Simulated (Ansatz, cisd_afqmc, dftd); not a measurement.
System: CH6Ge, charge 0, singlet. CH6Ge (SMILES [CH3][GeH3]).
B3LYP-D3(BJ)/def2-TZVP minimum from Ansatz (a quantum-chemistry and plane-wave program):
```xyz
8

Ge    -0.3885     0.0442    -0.0108
C      1.5639    -0.1781     0.0434
H     -1.0012    -0.8622    -1.0954
H     -0.7527     1.5067    -0.3303
H     -1.0084    -0.3299     1.3491
H      1.8186    -1.2130     0.2695
H      1.9945     0.4639     0.8111
H      1.9996     0.0872    -0.9194
```

Quantity: atomisation energy (electronic, to ground-state atoms), in kcal/mol. UHF or UKS for unpaired electrons; spin-orbit terms are left out. Cores are frozen in correlated methods (noble-gas shells, and filled d and f shells in the p block). No relativity. AFQMC/CISD: phaseless, guided by CISD from CCSD amplitudes; bars are statistical, one sigma. Outlying blocks are dropped, and bars are widened where a walk drifts. Over all cases where full CI ran beside it in this data, AFQMC minus full CI had a median of +0.1 mEh and passed +0.4 mEh in a tenth of the cases. CBS(X,Y): correlation extrapolated as X^-3, Hartree-Fock from the larger set (Q,5: extrapolated as (X+1)exp(-9√X)). A bracket is a step between two methods taken in the basis named. Double hybrids freeze cores in their MP2 part. For partners of very few electrons the exact lower level stands in for a higher one.

| level | program | atomisation energy (kcal/mol) | difference against the last row |
|---|---|---|---|
| HF/cc-pVTZ | Ansatz | 454.4 | -141.3 |
| CAM-B3LYP-D3(BJ)/def2-TZVPD | Ansatz + dftd3 | 598.9 | 3.2 |
| B2GP-PLYP/def2-TZVPD | Ansatz | 585.3 | -10.4 |
| MP2/cc-pV5Z | Ansatz | 588.4 | -7.3 |
| MP2/CBS(cc-pVTZ,cc-pVQZ) | Ansatz | 591.0 | -4.7 |
| CCSD/CBS(cc-pVTZ,cc-pVQZ) | Ansatz | 591.2 | -4.5 |
| CCSD(T)/cc-pVDZ | Ansatz | 556.9 | -38.8 |
| CCSDT(Q)/cc-pVDZ | Ansatz | 557.3 | -38.4 |
| CCSDT(Q)/cc-pVTZ | Ansatz | 584.3 | -11.4 |
| AFQMC/CISD/cc-pVDZ | cisd_afqmc | 557.4 ± 0.2 | -38.3 |
| AFQMC/CISD/cc-pVTZ | cisd_afqmc | 584.4 ± 0.2 | -11.3 |
| CCSD(T)/CBS(cc-pVQZ,cc-pV5Z) + [AFQMC/CISD - CCSD(T)]/cc-pVDZ | Ansatz + cisd_afqmc | 596.1 ± 0.2 | 0.4 |
| CCSD(T)/CBS(cc-pVQZ,cc-pV5Z) + [AFQMC/CISD - CCSD(T)]/cc-pVTZ | Ansatz + cisd_afqmc | 595.8 ± 0.2 | 0.1 |
| CCSD(T)/CBS(cc-pVQZ,cc-pV5Z) + [CCSDT(Q) - CCSD(T)]/cc-pVTZ | Ansatz | 595.7 | 0.0 |
